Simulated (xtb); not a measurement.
C6H11O (SMILES [CH2]C(=O)CC(C)C), doublet, geometry from GFN2-xTB, atoms displaced at random by about 0.1 Å a coordinate. Base run: GFN1-xTB run with xtb.

Here is a job for xtb.
```
$ xtb mol.xyz --gfn 1 --uhf 1 --opt --json

# file mol.xyz
18

C      2.22633807    -0.52691587    -0.38084356
C      1.22870572     0.61615463    -0.41196650
O      0.73713467     1.03835191    -1.30295832
C      0.33249374     0.33499740     1.00149321
C     -1.03779920    -0.16575108     0.87962773
C     -1.87936239     0.67170348    -0.07405044
C     -1.07287061    -1.71139122     0.33514113
H      2.80642850    -0.36301438    -1.35080618
H      2.49570958    -1.21302525     0.43865912
H      0.21328328     1.48359758     1.38051922
H      0.81705468    -0.17080138     1.81257809
H     -1.61163107    -0.18192362     1.86925324
H     -2.94660358    -0.01091927    -0.38314461
H     -2.26659220     1.40120942     0.56163924
H     -1.44197246     0.77790240    -0.90781849
H     -0.35919851    -1.68095507    -0.63999128
H     -0.13581508    -2.22031821     0.94730547
H     -1.80811289    -2.21727461     0.21658488
```

The base run was repeated with changes; each row names its change, and settings that it needs were set with it.

| change | ΔE vs base (kcal/mol) | optimiser steps |
|---|---|---|
| base | 0.000 | 23 |
| opt level = extreme | -0.032 | 40 |
| opt level = vtight | -0.031 | 37 |
| engine = lbfgs | -0.011 | - |
| alpb = ether | -6.33 | 23 |
| opt level = tight | -0.031 | 31 |
| opt level = loose | 0.165 | 10 |
| opt level = lax | 0.067 | 15 |
| alpb = acetonitrile | -7.29 | 31 |
| opt level = sloppy | 0.236 | 8 |
